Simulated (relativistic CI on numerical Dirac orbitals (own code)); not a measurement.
Electric-dipole lines of Tb24+

Computed by Dirac-Coulomb-Breit CI, separate exchange-only KLI orbitals for each configuration, model QED (radiative potential, 1s self-energy scaled to tabulated hydrogen-like ionisation energies), unscaled Slater integrals (own radial code, finite nucleus).

Configurations in the expansion (outside the closed core [Ar] 3d10): 4s2 4p6 4d5, 4s2 4p5 4d6, 4s2 4p6 4d4 4f, 4s 4p6 4d5 4f, 4p6 4d7, 4p5 4d8, 4s2 4p6 4d3 5s2, 4s2 4p6 4d2 4f 5s2, 4s 4p6 4d3 4f 5s2. Double excitations out of closed p, d and f shells are left out; levels of such configurations are missing from the list, as are those of other unlisted configurations, and high levels can miss mixing partners.

```
λ vac (Å)                     Lower                          Upper   A (s⁻¹)  log gf  S velocity/length
   75.162    4s2 4p6 4d5 6S_5/2 [1]   4s2 4p6 4d4 4f 2F°_7/2 [195]  1.38e+10   -1.03               0.58
   76.991    4s2 4p6 4d5 6S_5/2 [1]   4s2 4p6 4d4 4f 4D°_7/2 [160]  1.29e+10   -1.04               0.57
   80.091   4s2 4p6 4d5 4G_11/2 [5]   4s2 4p6 4d4 4f 4F°_9/2 [198]  1.48e+10   -0.85               0.55
   83.048   4s2 4p6 4d5 4G_11/2 [5]   4s2 4p6 4d4 4f 4H°_9/2 [150]  1.47e+10   -0.82               0.55
   85.718    4s2 4p6 4d5 2F_5/2 [2]       4s2 4p5 4d6 2P°_3/2 [95]  1.94e+10   -1.07               0.52
   86.954  4s2 4p6 4d5 2I_11/2 [12]   4s2 4p6 4d4 4f 4H°_9/2 [150]  1.89e+10   -0.67               0.51
   87.980    4s2 4p6 4d5 4G_7/2 [3]    4s2 4p6 4d4 4f 4P°_5/2 [96]  1.57e+10   -0.96               0.53
   88.304  4s2 4p6 4d5 2I_13/2 [17]  4s2 4p6 4d4 4f 2H°_11/2 [146]  5.23e+10   -0.13               0.52
   88.852    4s2 4p6 4d5 4G_9/2 [6]    4s2 4p6 4d4 4f 6H°_7/2 [97]  2.69e+10   -0.59               0.53
   89.343    4s2 4p6 4d5 2F_5/2 [2]       4s2 4p5 4d6 4P°_3/2 [71]  3.38e+10   -0.79               0.53
   89.551   4s2 4p6 4d5 2H_9/2 [19]   4s2 4p6 4d4 4f 2G°_7/2 [153]  2.17e+10   -0.68               0.53
   89.768   4s2 4p6 4d5 4G_11/2 [5]      4s2 4p5 4d6 2H°_11/2 [85]  6.78e+09   -1.01               0.51
   89.777    4s2 4p6 4d5 4G_7/2 [3]    4s2 4p6 4d4 4f 4G°_5/2 [80]  1.29e+10   -1.03               0.57
   89.801   4s2 4p6 4d5 4G_11/2 [5]       4s2 4p5 4d6 4G°_9/2 [84]  4.80e+10   -0.24               0.51
   89.894    4s2 4p6 4d5 4G_9/2 [6]       4s2 4p5 4d6 2F°_7/2 [90]  2.00e+10   -0.71               0.52
   90.136    4s2 4p6 4d5 6S_5/2 [1]       4s2 4p5 4d6 4D°_7/2 [51]  1.01e+10   -1.01               0.51
   90.145   4s2 4p6 4d5 2G_9/2 [14]      4s2 4p5 4d6 4D°_7/2 [121]  3.69e+10   -0.44               0.52
   90.166   4s2 4p6 4d5 4G_11/2 [5]       4s2 4p5 4d6 2G°_9/2 [82]  1.27e+10   -0.81               0.50
   90.289    4s2 4p6 4d5 2F_5/2 [2]       4s2 4p5 4d6 4D°_5/2 [64]  9.37e+09   -1.16               0.52
   90.355    4s2 4p6 4d5 6S_5/2 [1]       4s2 4p5 4d6 4P°_3/2 [49]  1.43e+10   -1.16               0.52
   90.468    4s2 4p6 4d5 4G_9/2 [6]       4s2 4p5 4d6 4G°_9/2 [84]  9.42e+09   -0.94               0.56
   90.839    4s2 4p6 4d5 4G_9/2 [6]       4s2 4p5 4d6 2G°_9/2 [82]  1.11e+10   -0.86               0.46
   90.954   4s2 4p6 4d5 4D_7/2 [11]      4s2 4p5 4d6 4P°_5/2 [108]  1.86e+10   -0.86               0.54
   90.969   4s2 4p6 4d5 4G_11/2 [5]      4s2 4p5 4d6 4G°_11/2 [76]  2.01e+10   -0.52               0.53
   91.095    4s2 4p6 4d5 6S_5/2 [1]       4s2 4p5 4d6 6P°_7/2 [47]  7.52e+09   -1.13               0.49
   91.494  4s2 4p6 4d5 2I_11/2 [12]     4s2 4p5 4d6 2I°_11/2 [105]  3.62e+10   -0.26               0.52
   91.709    4s2 4p6 4d5 6S_5/2 [1]       4s2 4p5 4d6 6P°_3/2 [45]  4.18e+10   -0.68               0.55
   91.792    4s2 4p6 4d5 2F_7/2 [9]       4s2 4p5 4d6 2F°_5/2 [89]  3.18e+10   -0.62               0.53
   91.887    4s2 4p6 4d5 4G_7/2 [3]       4s2 4p5 4d6 4F°_7/2 [70]  8.98e+09   -1.04               0.51
   91.909   4s2 4p6 4d5 4G_11/2 [5]      4s2 4p5 4d6 4G°_11/2 [72]  2.01e+10   -0.51               0.55
   91.920   4s2 4p6 4d5 2H_9/2 [19]      4s2 4p5 4d6 4F°_9/2 [128]  2.16e+10   -0.56               0.50
   92.049    4s2 4p6 4d5 6S_5/2 [1]       4s2 4p5 4d6 6P°_5/2 [44]  4.31e+10   -0.48               0.53
   92.101    4s2 4p6 4d5 4G_7/2 [3]       4s2 4p5 4d6 4G°_7/2 [68]  2.72e+10   -0.56               0.53
   92.183    4s2 4p6 4d5 2F_5/2 [2]       4s2 4p5 4d6 4G°_5/2 [56]  3.74e+10   -0.54               0.53
   92.500  4s2 4p6 4d5 2I_13/2 [17]     4s2 4p5 4d6 2I°_13/2 [107]  3.95e+10   -0.15               0.52
   92.852   4s2 4p6 4d5 2G_9/2 [14]       4s2 4p5 4d6 2G°_9/2 [98]  1.23e+10   -0.80               0.50
   93.570    4s2 4p6 4d5 4G_9/2 [6]       4s2 4p5 4d6 2G°_9/2 [67]  1.55e+10   -0.69               0.53
   93.706   4s2 4p6 4d5 4G_11/2 [5]      4s2 4p5 4d6 4H°_13/2 [63]  1.07e+10   -0.71               0.50
   94.184    4s2 4p6 4d5 2F_5/2 [2]       4s2 4p5 4d6 4D°_7/2 [51]  7.48e+09   -1.10               0.51
   95.020    4s2 4p6 4d5 6S_5/2 [1]       4s2 4p5 4d6 4D°_7/2 [39]  1.25e+10   -0.87               0.57
   95.032    4s2 4p6 4d5 2F_7/2 [9]       4s2 4p5 4d6 4F°_7/2 [70]  1.23e+10   -0.88               0.57
   95.136    4s2 4p6 4d5 4D_5/2 [7]       4s2 4p5 4d6 4F°_5/2 [61]  1.89e+10   -0.81               0.56
   95.232    4s2 4p6 4d5 2F_5/2 [2]       4s2 4p5 4d6 6P°_7/2 [47]  7.41e+09   -1.09               0.56
   95.334    4s2 4p6 4d5 4G_9/2 [6]      4s2 4p5 4d6 4H°_11/2 [59]  1.53e+10   -0.60               0.55
   95.819    4s2 4p6 4d5 4G_7/2 [3]       4s2 4p5 4d6 4H°_9/2 [54]  1.20e+10   -0.78               0.54
```

Terms are leading LS components. Brackets give the number of a level in order of energy, since labels repeat. The list gives strong lines, with weight on those to low levels, among the lowest 200 of 1946 levels, so that lines to higher ones, which can be the strongest, are missing. Levels whose partners in the same complex of configurations lie outside the list can be far off, and so can their lines. Rates are taken at the computed energies, electric ones in the length gauge. A velocity-to-length ratio far from 1 marks an uncertain rate.

At this charge energies of transitions that change n are usually good to better than 1 %, and those within a shell (Δn = 0) to a few per cent. Terms inside the open d or f shell come out 10 to 20 % too wide with unscaled integrals.

LS names give the leading component of a level, which can be under half, so a name can repeat, a term be missing and a line seem to break the LS rules.
